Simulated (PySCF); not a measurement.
**Correlation energy of Cu (copper, neutral)**

[Ar] 3d10 4s1, 2S determinant. Calculation: PySCF 2.14, in jorge-DZP-DKH; the spin-free X2C one-electron Hamiltonian (Gaussian nucleus). Frozen: [Ar]; 11 electrons correlated.

MP2 pair energies summed by pair of shells (mhartree):

```
 pair   energy  share (%)
3d-3d  -291.31       95.9
3d-4s   -12.55        4.1
```

Total MP2 correlation energy: -303.87 mhartree.

Same-spin part -114.31 and opposite-spin part -189.56 mhartree; SCS-MP2 scales them by 1/3 and 6/5 to -265.57 mhartree.

```
  level  correlation energy (mhartree)
   CCSD                        -271.95
    (T)                         -12.82
CCSD(T)                        -284.77
```

Diagnostics: T1 = 0.014, D1 = 0.0479, largest double amplitude 0.035.

**Question.** Is a single reference adequate?

**Answer.** Yes: T1 lies below 0.03 and no double amplitude reaches 0.07.
